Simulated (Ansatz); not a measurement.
Cost and result for the atomization energy of C$_{2}$H$_{10}$AlNSi, SMILES `CC[N]([AlH2])[SiH3]` (15 atoms, 14 bonds).

Cartesian coordinates in Å:
```
C 1.7132 -0.4602 0.7348
C 0.3927 -0.9999 0.2149
N -0.4800 0.0394 -0.3449
Al -0.6356 0.2088 -2.1155
Si -1.3545 1.0163 0.7830
H 2.3231 -1.2671 1.1492
H 1.5590 0.2838 1.5198
H 2.2778 0.0159 -0.0709
H 0.5937 -1.7532 -0.5548
H -0.1314 -1.5265 1.0237
H -1.5564 1.3506 -2.7038
H 0.1816 -0.8286 -2.9915
H -0.4742 1.8735 1.6279
H -2.2721 1.8945 0.0138
H -2.1368 0.1527 1.7142
```

The species carries charge 0 and has multiplicity 1. The structure was optimised at the PBE0-D4/def2-TZVP level. It is one conformer, not always the lowest. Program: Ansatz. All runs use 4 threads of an Arm Neoverse V1 on a shared host. Times are those of one run each, without the atoms' runs, and a repeat can differ threefold. Electronic energies, without spin–orbit coupling; frozen cores. CCSD(T)/CBS adds CCSD(T) − MP2 in def2-TZVPP to the MP2 limit, and its time is that of the two runs behind it. T1 = 0.012. B3LYP takes the VWN-RPA correlation (the form of Gaussian; ORCA's B3LYP/G).

CCSD(T)/CBS is a level of theory with its own doubt, some kJ/mol a heavy atom from the limit and from the frozen cores, so smaller differences don't rank the functionals.

| level | functions | wall time |
| --- | --- | --- |
| revPBE-D4/def2-TZVPP | 317 | 3.1 s |
| PBE-D4/def2-TZVPP (with forces) | 317 | 3.9 s |
| BHLYP-D4/def2-TZVPP | 317 | 6 s |
| CAM-B3LYP-D4/def2-TZVPP | 317 | 7 s |
| r2SCAN-D4/def2-TZVPP (with forces) | 317 | 7.5 s |
| B3LYP-D4/def2-TZVPP (with forces) | 317 | 10 s |
| CCSD(T)/def2-SVP | 128 | 10 s |
| PBE-QIDH/def2-TZVPP | 317 | 11 s |
| B97M-V/def2-TZVPP | 317 | 15 s |
| ωB97M-V/def2-TZVPP (with forces) | 317 | 22 s |
| MP2/def2-QZVPP | 611 | 57 s |
| CCSD(T)/def2-TZVPP | 317 | 19 min |
| CCSD(T)/CBS(def2) | – | 20 min |

Q: What atomization energy does each give, and how far from CCSD(T)/CBS? (Estimate.)

A: The calculation gave: 
```tsv
level	atomization (kcal/mol)	difference from CCSD(T)/CBS	per bond
revPBE-D4/def2-TZVPP	1207.6	-18.4	-1.3
PBE-D4/def2-TZVPP (with forces)	1229.0	3.0	0.2
BHLYP-D4/def2-TZVPP	1205.0	-21.0	-1.5
CAM-B3LYP-D4/def2-TZVPP	1232.5	6.5	0.5
r2SCAN-D4/def2-TZVPP (with forces)	1222.6	-3.4	-0.2
B3LYP-D4/def2-TZVPP (with forces)	1227.0	1.0	0.1
CCSD(T)/def2-SVP	1161.2	-64.8	-4.6
PBE-QIDH/def2-TZVPP	1213.1	-12.9	-0.9
B97M-V/def2-TZVPP	1232.1	6.1	0.4
ωB97M-V/def2-TZVPP (with forces)	1228.3	2.3	0.2
MP2/def2-QZVPP	1218.1	-7.9	-0.6
CCSD(T)/def2-TZVPP	1196.0	-30.0	-2.1
CCSD(T)/CBS(def2)	1226.0	0.0	0.0
```

In def2-TZVPP, CCSD(T) changes the Hartree–Fock value by +283.1 kcal/mol (the triples alone add +13.6 kcal/mol) and MP2 by +287.3 kcal/mol; breaking electron pairs costs correlation energy, which Hartree–Fock lacks. At CCSD(T), def2-SVP lies −64.8 kcal/mol from the extrapolated value and def2-TZVPP −30.0 kcal/mol: correlation converges slowly with the basis, and small sets miss more of it in the bonded molecule than in its fragments. The D4 term adds +13.2 kcal/mol with B3LYP and +7.0 kcal/mol with PBE0; it sums over pairs of atoms, weighted by their polarisabilities, and B3LYP, whose exchange is more repulsive, gets the larger term.
